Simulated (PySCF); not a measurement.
# Frontier levels across methods

Compound: CH5AlClN.
Structure used (PBE0-D3(BJ)/def2-SVP), in Å, numbered top down from 1:
```
atom  x, y, z in Å
C1    -1.0296    0.1873    0.1689
N2     0.3796   -0.1134    0.2723
Al3    1.7103    1.0288    0.4846
Cl4    3.6617    0.2354    0.5327
H5    -1.6288   -0.3017    0.9582
H6    -1.4589   -0.1136   -0.8045
H7    -1.1967    1.2718    0.2687
H8     0.5755   -1.1068    0.1909
H9     1.4551    2.5743    0.6310
```

Basis pcSseg-2 throughout (PySCF), one geometry. Isolated species at its PBE0-D3(BJ)/def2-SVP geometry (one conformer only).

Problem. How do the orbital energies, the gap and the dipole change with the method?

Solution. 
```tsv
method	kind	HOMO (eV)	LUMO (eV)	gap (eV)	μ (D)	SCF cycles
BLYP	GGA	-5.71	-1.23	4.47	2.30	15
OPBE	GGA	-5.76	-1.11	4.65	2.26	15
B97-D	GGA	-5.82	-1.25	4.57	2.32	14
PBE	GGA	-5.83	-1.35	4.48	2.32	15
KT3	GGA	-5.89	-1.30	4.58	2.24	15
KT2	GGA	-5.92	-1.42	4.49	2.30	15
BP86	GGA	-5.94	-1.40	4.54	2.33	15
LDA	LDA	-5.97	-1.57	4.41	2.40	14
B97-2	global hybrid	-6.86	-0.61	6.26	2.28	13
B3LYP	global hybrid	-6.90	-0.82	6.08	2.29	12
PBE0	global hybrid	-7.12	-0.62	6.50	2.29	12
mPW1PW91	global hybrid	-7.15	-0.64	6.52	2.29	12
BHandHLYP	global hybrid	-8.36	0.08	8.44	2.27	12
CAM-B3LYP	range-separated hybrid	-8.52	0.24	8.77	2.31	12
wB97X-D	range-separated hybrid	-9.00	0.98	9.98	2.30	13
LC-wPBE	range-separated hybrid	-9.91	1.25	11.16	2.32	12
HF	Hartree–Fock	-10.34	1.75	12.09	2.25	10
```

The HOMO spans 4.63 eV, from BLYP down to HF, and the gap runs from 4.41 eV (LDA) to 12.09 eV (HF). Over the methods BLYP (0 %), OPBE (0 %), B97-D (0 %), PBE (0 %), KT3 (0 %), KT2 (0 %), BP86 (0 %), LDA (0 %), B97-2 (21 %), B3LYP (20 %), PBE0 (25 %), mPW1PW91 (25 %), BHandHLYP (50 %), HF (100 %), a straight line through the gap against the share of exact exchange rises by 0.76 eV for each 10 % (correlation coefficient 0.999). The dipole ranges from 2.24 D (KT3) to 2.40 D (LDA). This basis has no diffuse functions.
